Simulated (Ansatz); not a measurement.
Stepwise reaction of `[F][Ge]([F])([SeH])[SeH]` with hydrogen, as a gas-phase model of exchange steps in deposition or etching. ΔE in kJ/mol; ΔG adds harmonic PBE0-D4 terms to CCSD(T)/CBS, at 1 bar.

Isolated molecules relaxed with PBE0-D4/def2-TZVP in Ansatz; ΔE leaves out vibrations. CCSD(T)/CBS is the MP2 limit (def2-TZVPP, def2-QZVPP) plus CCSD(T) − MP2 in def2-TZVPP, frozen cores. This one scheme is used for every species. DFT in def2-TZVPP. B3LYP here is the variant with VWN-RPA as its local correlation; programs differ in this. For Ge, Se outer-core shells are correlated without core-valence functions, which leaves a few kJ/mol of doubt a bond. Scalar relativity is left out up to krypton. One conformer a species, not always the lowest.

```
step                                                       reaction  PBE-D4  B3LYP-D4  ωB97M-V  CCSD(T)/CBS  ΔG(400 K)
   1  `[F][Ge]([F])([SeH])[SeH]` + H₂ → `[F][GeH]([F])[SeH]` + H₂Se    51.3      47.0     42.3         44.8       35.5
```

(1) Give the row of step 2, `[F][GeH]([F])[SeH]` + H₂ → `[F][GeH2][F]` + H₂Se. (Best estimate.)

(2) By hand: ΔE of the 2 steps together at CCSD(T)/CBS.

Results:

(1) Computed: 
```json
{"step": "2", "reaction": "`[F][GeH]([F])[SeH]` + H₂ → `[F][GeH2][F]` + H₂Se", "PBE-D4": "46.7", "B3LYP-D4": "41.4", "ωB97M-V": "38.7", "CCSD(T)/CBS": "40.9", "ΔG(400 K)": "37.4"}
```

(2) (44.8) + (40.9) = 85.7 kJ/mol, or 42.8 kJ/mol a step.

In ΔE the steps differ by no more than 3.9 kJ/mol. All are uphill at CCSD(T)/CBS. ΔG lies between 35.5 and 37.4 kJ/mol a step. PBE-D4 differs from CCSD(T)/CBS by 5.8 to 6.5 kJ/mol a step. Only this route is followed, and other bonds may react first. Isolated molecules leave out the surface, adducts and barriers. Largest T1 diagnostic: 0.012.
